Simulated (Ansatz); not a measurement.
Ansatz (a quantum-chemistry and plane-wave program) input (X2C-CCSD(T)/cc-pVTZ-DK):

Ansatz 0.2 input:
```yaml
crystal:
  periodic: [false, false, false]
  atoms:
    - {symbol: N, position_ang: [-0.05786237, -0.03195295, -0.51104199]}
    - {symbol: N, position_ang: [-0.06063369, -0.00522076, 0.65553282]}
    - {symbol: H, position_ang: [0.82947243, 0.26021596, -1.01143575]}
basis:
  gaussian:
    orbitals: cc-pVTZ-DK
magnetization: {spin_polarized: true, initial_magnetization: 1}
correlation: {method: ccsd_t, electrons: outside_noble_gas}
```

End of the output:

```
integrals: 0.07 GiB planned
446 factors; integrals over basis functions are off by at most 6.4e-4 eV
mean field: 0.11 GiB planned
mean field evaluation 1: about -2979.3981 eV, gradient 1.1e1 eV
mean field evaluation 2: about -2979.4042 eV, gradient 1.1e1 eV
mean field evaluation 4: about -2980.2186 eV, gradient 2.5e0 eV
mean field evaluation 8: about -2980.3096 eV, gradient 3.8e-1 eV
mean field evaluation 16: about -2980.3410 eV, gradient 1.6e-4 eV
mean field evaluation 32: about -2980.3410 eV, gradient 2.8e-6 eV
mean field evaluation 64: about -2978.2713 eV, gradient 1.3e-1 eV
mean field -2980.34100393 eV, -109.5255117468 hartree, gradient 2.8e-6 eV, S^2 0.852078; 1 other end points of the search recorded, 0 dependent functions left out
determinant -2980.34100393 eV, -109.5255117468 hartree, with singles and doubles -2990.74166134 eV, -109.9077288566 hartree
determinant -2978.27497124 eV, -109.4495864458 hartree, with singles and doubles -2988.75858964 eV, -109.8348523160 hartree
2 core orbitals not correlated
reference -2980.34100393 eV, -109.5255117468 hartree; 6, 5 occupied and 66, 67 virtual orbitals, 446 factors
second order -9.77748408 eV of doubles, -0.00000000 eV of singles
coupled cluster: 0.24 GiB planned
cycle   1  -10.30885879 eV  change   -8.4e-1 eV  update   2.0e-2
cycle   2  -10.34295308 eV  change   -3.4e-2 eV  update   5.0e-3
cycle   3  -10.34141321 eV  change    1.5e-3 eV  update   2.7e-3
cycle   4  -10.34593614 eV  change   -4.5e-3 eV  update   1.3e-3
cycle   5  -10.34719247 eV  change   -1.3e-3 eV  update   6.5e-4
cycle   6  -10.34787604 eV  change   -6.8e-4 eV  update   2.2e-4
cycle   7  -10.34807808 eV  change   -2.0e-4 eV  update   7.0e-5
cycle   8  -10.34811199 eV  change   -3.4e-5 eV  update   2.5e-5
cycle   9  -10.34810163 eV  change    1.0e-5 eV  update   8.4e-6
coupled cluster: 0.24 GiB planned
perturbative correction -0.48005153 eV, -0.0176415683 hartree
Total energy: -2991.16915709 eV, -109.9234390357 hartree
Relativity: scalar
```

It need not be the lowest isomer of its formula.

The determinant is spin-contaminated: <S^2> is 0.85 against 0.75 for a pure state.
